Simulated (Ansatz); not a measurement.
Kohn–Sham single points on C₂H₇FOSi (`CC[SiH](O)F`).

```yaml
crystal:
  periodic: [false, false, false]
  atoms:
    - {symbol: C, position_ang: [0.569072, 0.494026, 1.371305]}
    - {symbol: C, position_ang: [0.278007, 0.780787, -0.100722]}
    - {symbol: Si, position_ang: [-0.848752, -0.467175, -0.888984]}
    - {symbol: O, position_ang: [-0.245478, -1.987147, -0.861279]}
    - {symbol: F, position_ang: [-1.086308, -0.007809, -2.404990]}
    - {symbol: H, position_ang: [1.220191, 1.255352, 1.806657]}
    - {symbol: H, position_ang: [1.058538, -0.474086, 1.501029]}
    - {symbol: H, position_ang: [-0.349590, 0.472545, 1.963494]}
    - {symbol: H, position_ang: [1.209139, 0.822070, -0.678654]}
    - {symbol: H, position_ang: [-0.184547, 1.767655, -0.216822]}
    - {symbol: H, position_ang: [-2.169435, -0.564742, -0.231502]}
    - {symbol: H, position_ang: [0.626166, -2.146677, -1.225431]}
basis:
  gaussian: {orbitals: def2-TZVPP}
hamiltonian: {xc: {name: r2SCANh}, dispersion: d4}
output: {orbitals: {seedname: orbitals}}
```

```sh
$ ansatz run in.yaml --threads 4 --pin off --events-out ev --progress --plain --max-ram 10444MiB
```

Output, abridged:

```
Functional definition: r2SCANh
1368 factors; their error is unknown
mean field evaluation 1: about -14819.7218 eV, gradient 8.1e1 eV
mean field evaluation 2: about -14808.1442 eV, gradient 1.1e2 eV
mean field evaluation 4: about -14832.0371 eV, gradient 6.1e0 eV
mean field evaluation 8: about -14832.1124 eV, gradient 1.2e-1 eV
mean field evaluation 16: about -14832.0994 eV, gradient 1.6e-4 eV
mean field -14832.09939609 eV, -545.0695992484 hartree, gradient 5.9e-5 eV, S^2 0.000000; 0 other end points of the search recorded, 0 dependent functions left out
reference -14832.09940732 eV, -545.0695996609 hartree; 25, 25 occupied and 239, 239 virtual orbitals, 1368 factors
Total energy: -14832.15885814 eV, -545.0717844381 hartree
```

Hardware: 4 threads of an Arm Neoverse V1 on a shared host. Wall time 5.5 s, peak host memory 0.67 GiB.

With the line `hamiltonian: {xc: {name: PBE-QIDH}}` (abridged; 5.5 s):

```
Functional definition: PBE-QIDH
mean field evaluation 16: about -14813.0225 eV, gradient 8.8e-5 eV
mean field -14813.02245515 eV, -544.3685345995 hartree, gradient 7.1e-6 eV, S^2 0.000000
9 core orbitals not correlated: weight in the atoms' cores, before any rotation towards them, 1.000 or more for the frozen orbitals, at most 0.000 for the correlated occupied ones
second order -29.31266240 eV of doubles, -0.00000000 eV of singles
Total energy: -14822.79335507 eV, -544.7276085487 hartree
```

The same input with `hamiltonian: {xc: pbe, dispersion: d4}` and forces (abridged; 2.8 s):

```
Functional definition: PBE
mean field evaluation 16: about -14824.5102 eV, gradient 5.2e-4 eV
mean field -14824.51023919 eV, -544.7907028761 hartree, gradient 3.2e-5 eV, S^2 0.000000
Total energy: -14824.73588729 eV, -544.7989952909 hartree
Atom 0 force     0.006650     0.006688     0.011737 eV/Å
Atom 1 force    -0.014019     0.000735     0.008077 eV/Å
Atom 2 force    -0.037937     0.195686     0.336457 eV/Å
Atom 3 force    -0.231714    -0.451995     0.205013 eV/Å
Atom 4 force    -0.121723     0.200844    -0.613165 eV/Å
Atom 5 force     0.129410     0.145760     0.102319 eV/Å
Atom 6 force     0.095944    -0.187646     0.035445 eV/Å
Atom 7 force    -0.172630    -0.006773     0.126459 eV/Å
Atom 8 force     0.173188     0.014562    -0.118148 eV/Å
Atom 9 force    -0.081384     0.194588    -0.030244 eV/Å
Atom 10 force    -0.155685    -0.032119     0.096824 eV/Å
Atom 11 force     0.409900    -0.080329    -0.160774 eV/Å
Dipole moment:     0.384441     0.098915     0.191247 e Å
```

The same input with `hamiltonian: {xc: {name: BLYP}, dispersion: d4}` (abridged; 2.2 s):

```
Functional definition: BLYP
mean field evaluation 16: about -14834.5765 eV, gradient 1.4e-4 eV
mean field -14834.57647113 eV, -545.1606300770 hartree, gradient 6.7e-5 eV, S^2 0.000000
Total energy: -14835.07626721 eV, -545.1789972441 hartree
```

With the line `hamiltonian: {xc: {name: BHLYP}, dispersion: d4}` (abridged; 3.2 s):

```
Functional definition: BHLYP
mean field evaluation 16: about -14833.3837 eV, gradient 1.7e-4 eV
mean field -14833.38368063 eV, -545.1167958345 hartree, gradient 5.8e-5 eV, S^2 0.000000
Total energy: -14833.64802341 eV, -545.1265102524 hartree
```

Changing it to `hamiltonian: {xc: r2scan, dispersion: d4}` and forces (abridged; 4.9 s):

```
Functional definition: r2SCAN
mean field evaluation 16: about -14832.4665 eV, gradient 5.1e-4 eV
mean field -14832.46646194 eV, -545.0830886694 hartree, gradient 4.1e-5 eV, S^2 0.000000
Total energy: -14832.52296880 eV, -545.0851652582 hartree
Atom 0 force     0.034681    -0.017657     0.149455 eV/Å
Atom 1 force    -0.063338     0.008421    -0.136113 eV/Å
Atom 2 force    -0.027480     0.036262     0.029511 eV/Å
Atom 3 force    -0.011582    -0.053066     0.019746 eV/Å
Atom 4 force    -0.008851     0.019935    -0.045306 eV/Å
Atom 5 force    -0.008488    -0.016300     0.005402 eV/Å
Atom 6 force    -0.006681     0.013596    -0.002802 eV/Å
Atom 7 force     0.016310     0.000047    -0.009344 eV/Å
Atom 8 force     0.000266     0.007614    -0.001752 eV/Å
Atom 9 force     0.015303     0.005193    -0.000812 eV/Å
Atom 10 force     0.032401    -0.000271    -0.001855 eV/Å
Atom 11 force     0.027459    -0.003774    -0.006128 eV/Å
Dipole moment:     0.391123     0.102786     0.194730 e Å
```
